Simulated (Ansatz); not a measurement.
Reaction (formal exchange of groups at a B–C bond): `[CH3][AlH][B](C)F` + GeH₄ → `[CH3][AlH][B](F)[GeH3]` + CH₄

Calculated with Ansatz (gas phase, PBE0-D4/def2-TZVP geometries, no zero-point term in ΔE). CCSD(T)/CBS adds triple-zeta CCSD(T) − MP2 to the extrapolated MP2 energy (def2 sets, frozen cores). This one scheme is used for every species. Functionals use def2-TZVPP. For Ge outer-core shells are correlated without core-valence functions, which leaves a few kJ/mol of doubt a bond. Scalar relativity is left out up to krypton. Each species was taken in one conformer, which may not be the lowest.

(1) Is it downhill or uphill in electronic energy at CCSD(T)/CBS, and by how much? (An estimate is asked.)

(2) What do these levels give: PBE-D4, r2SCAN-D4, PBE0-D4, ωB97X-V, ωB97M-V, PBE, r2SCAN, PBE0, HF/def2-TZVPP, MP2/def2-TZVPP, CCSD(T)/def2-TZVPP, MP2/def2-QZVPP? (Estimate.)

Largest T1 diagnostic among the species: 0.013.

## Answers

(1) The calculation gave: Uphill: ΔE = +16.9 kJ/mol.

(2) Ansatz gave: PBE-D4 16.3, r2SCAN-D4 20.7, PBE0-D4 19.9, ωB97X-V 23.2, ωB97M-V 24.0, PBE 18.6, r2SCAN 21.3, PBE0 22.1, HF/def2-TZVPP 31.5, MP2/def2-TZVPP 21.3, CCSD(T)/def2-TZVPP 18.7, MP2/def2-QZVPP 20.7 kJ/mol.

From PBE to PBE0 (25 % exact exchange), in def2-TZVPP and without D4, ΔE moves by +3.5 kJ/mol. The D4 term adds −3.7 kJ/mol with B3LYP and −2.2 kJ/mol with PBE0; it sums over pairs of atoms, weighted by their polarisabilities, and B3LYP, whose exchange is more repulsive, gets the larger term. In def2-TZVPP, CCSD(T) changes the Hartree–Fock value by −12.8 kJ/mol (the triples alone add −1.7 kJ/mol) and MP2 by −10.2 kJ/mol.

B3LYP here is the variant with VWN-RPA as its local correlation; programs differ in this.
